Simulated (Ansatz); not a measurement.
Isolated molecules relaxed with PBE0-D4/def2-TZVP in Ansatz; ΔE leaves out vibrations. CCSD(T)/CBS adds triple-zeta CCSD(T) − MP2 to the extrapolated MP2 energy (def2 sets, frozen cores). Double bonds are as drawn, so ΔE can hold a change between cis and trans. Functionals use def2-TZVPP. B3LYP here is the variant with VWN-RPA as its local correlation; programs differ in this. One conformer a species, not always the lowest.

Consider the ligand exchange at the Si–C bond: `O/C=[C](\[AlH2])[SiH3]` + `N[Si](N)(O)O` → `N[Si](N)(O)O[SiH3]` + `O/C=[CH]\[AlH2]`.

```json
{"level": "PBE0-D4", "ΔE (kJ/mol)": "-82.5"}
{"level": "r2SCAN", "ΔE (kJ/mol)": "-89.5"}
{"level": "B3LYP", "ΔE (kJ/mol)": "-96.3"}
{"level": "MP2/def2-TZVPP", "ΔE (kJ/mol)": "-89.5"}
{"level": "CCSD/def2-TZVPP", "ΔE (kJ/mol)": "-95.8"}
{"level": "HF/CBS(def2)", "ΔE (kJ/mol)": "-116.5"}
{"level": "MP2/CBS(def2)", "ΔE (kJ/mol)": "-88.6"}
{"level": "CCSD/CBS(def2)", "ΔE (kJ/mol)": "-94.9"}
```

Problem. What does CCSD(T)/CBS give? (An estimate is asked.)

Solution. The calculation gave: -90.8 kJ/mol. The listed levels differ from it by 8.3, 1.3, -5.5, 1.3, -5.0, -25.7, 2.2, -4.1 kJ/mol.

Largest T1 diagnostic among the species: 0.014.

From PBE to PBE0 (25 % exact exchange), in def2-TZVPP and without D4, ΔE moves by −4.7 kJ/mol. In def2-TZVPP, CCSD(T) changes the Hartree–Fock value by +22.8 kJ/mol (the triples alone add +4.1 kJ/mol) and MP2 by +25.0 kJ/mol.
